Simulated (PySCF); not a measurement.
Species: C10H10.
Numbering: `[CH2:1]=[CH:2][c:3]1[cH:4][cH:5][c:6]2[c:7]([cH:8]1)[CH2:9][CH2:10]2` (hydrogens: H11, H12 on C1; H13 on C2; H14 on C4; H15 on C5; H16 on C8; H17, H18 on C9; H19, H20 on C10)

The same species was optimised twice, with GFN2-xTB and with PBE0-D3(BJ)/def2-SVP (PySCF), and the same property calculations (PySCF, gas phase) were run on both structures.

| coordinate | GFN2-xTB | PBE0-D3(BJ)/def2-SVP | change |
| --- | --- | --- | --- |
| C7–C8 (Å) | 1.368 | 1.381 | +0.013 |
| C5–C6 (Å) | 1.372 | 1.385 | +0.013 |
| C9–C10 (Å) | 1.556 | 1.569 | +0.013 |
| C3–C4 (Å) | 1.398 | 1.410 | +0.012 |
| C1=C2 (Å) | 1.328 | 1.339 | +0.011 |
| C2–C3 (Å) | 1.458 | 1.469 | +0.011 |
| C4–C5 (Å) | 1.393 | 1.400 | +0.007 |
| C6–C10 (Å) | 1.506 | 1.513 | +0.007 |
| C7–C9 (Å) | 1.508 | 1.514 | +0.006 |
| C3–C8 (Å) | 1.407 | 1.413 | +0.006 |
| C6–C7 (Å) | 1.396 | 1.396 | 0.000 |
| C3–C8–C7 (°) | 116.3 | 116.8 | +0.5 |
| C1–C2–C3 (°) | 127.0 | 127.5 | +0.5 |
| C4–C5–C6 (°) | 115.6 | 115.9 | +0.3 |
| C4–C3–C8 (°) | 120.0 | 119.7 | -0.3 |
| C6–C10–C9 (°) | 87.0 | 86.7 | -0.3 |
| C7–C6–C10 (°) | 93.1 | 93.3 | +0.2 |
| C6–C7–C9 (°) | 93.0 | 93.2 | +0.2 |
| C2–C3–C8 (°) | 122.0 | 122.2 | +0.2 |
| C1–C2–C3–C4 (°) | 176 | 177 | +1 |

Rotational constants: A = 3354, B = 929.0, C = 734.3 MHz (GFN2-xTB) against A = 3317, B = 913.1, C = 722.7 MHz (PBE0-D3(BJ)/def2-SVP).

On the GFN2-xTB structure: HOMO (eV) -6.34 [PBE0/pcSseg-1]; LUMO (eV) -0.95 [PBE0/pcSseg-1]; dipole (D) 0.82 [PBE0/pcSseg-1]; GIAO shielding of C1 (ppm) 70.7 [PBE0/pcSseg-1]; GIAO shielding of C2 (ppm) 40.8 [PBE0/pcSseg-1]; GIAO shielding of C3 (ppm) 46.1 [PBE0/pcSseg-1]; GIAO shielding of C4 (ppm) 51.5 [PBE0/pcSseg-1]; GIAO shielding of C5 (ppm) 59.1 [PBE0/pcSseg-1]; GIAO shielding of C6 (ppm) 35.3 [PBE0/pcSseg-1]; GIAO shielding of C7 (ppm) 35.7 [PBE0/pcSseg-1]; GIAO shielding of C8 (ppm) 65.5 [PBE0/pcSseg-1].

What do these properties become on the PBE0-D3(BJ)/def2-SVP structure?

```json
{"property": "HOMO (eV)", "level": "PBE0/pcSseg-1", "on GFN2-xTB": "-6.34", "on PBE0-D3(BJ)/def2-SVP": "-6.35", "change": "-0.01"}
{"property": "LUMO (eV)", "level": "PBE0/pcSseg-1", "on GFN2-xTB": "-0.95", "on PBE0-D3(BJ)/def2-SVP": "-1.01", "change": "-0.06"}
{"property": "dipole (D)", "level": "PBE0/pcSseg-1", "on GFN2-xTB": "0.82", "on PBE0-D3(BJ)/def2-SVP": "0.80", "change": "-0.02"}
{"property": "energy, GFN2-xTB geometry as zero (kcal/mol)", "level": "PBE0/pcSseg-1", "on GFN2-xTB": "0.0", "on PBE0-D3(BJ)/def2-SVP": "-0.4", "change": "-0.4"}
{"property": "GIAO shielding of C1 (ppm)", "level": "PBE0/pcSseg-1", "on GFN2-xTB": "70.7", "on PBE0-D3(BJ)/def2-SVP": "67.5", "change": "-3.2"}
{"property": "GIAO shielding of C2 (ppm)", "level": "PBE0/pcSseg-1", "on GFN2-xTB": "40.8", "on PBE0-D3(BJ)/def2-SVP": "38.4", "change": "-2.4"}
{"property": "GIAO shielding of C3 (ppm)", "level": "PBE0/pcSseg-1", "on GFN2-xTB": "46.1", "on PBE0-D3(BJ)/def2-SVP": "43.9", "change": "-2.2"}
{"property": "GIAO shielding of C4 (ppm)", "level": "PBE0/pcSseg-1", "on GFN2-xTB": "51.5", "on PBE0-D3(BJ)/def2-SVP": "48.9", "change": "-2.6"}
{"property": "GIAO shielding of C5 (ppm)", "level": "PBE0/pcSseg-1", "on GFN2-xTB": "59.1", "on PBE0-D3(BJ)/def2-SVP": "56.6", "change": "-2.5"}
{"property": "GIAO shielding of C6 (ppm)", "level": "PBE0/pcSseg-1", "on GFN2-xTB": "35.3", "on PBE0-D3(BJ)/def2-SVP": "33.7", "change": "-1.6"}
{"property": "GIAO shielding of C7 (ppm)", "level": "PBE0/pcSseg-1", "on GFN2-xTB": "35.7", "on PBE0-D3(BJ)/def2-SVP": "34.3", "change": "-1.4"}
{"property": "GIAO shielding of C8 (ppm)", "level": "PBE0/pcSseg-1", "on GFN2-xTB": "65.5", "on PBE0-D3(BJ)/def2-SVP": "63.1", "change": "-2.4"}
```

The heavy atoms differ by 0.018 Å rms after alignment. Among bonds between heavy atoms C3–C4, C5–C6, C7–C8 and C9–C10 change most and about equally (+0.012 to +0.013 Å). Changes are differences of the printed values. Neither structure is proved a minimum here.

Shape of the structure used: `[CH2:1]=[CH:2][c:3]1[cH:4][cH:5][c:6]2[c:7]([cH:8]1)[CH2:9][CH2:10]2`: C1–C2–C3–C4 177°.
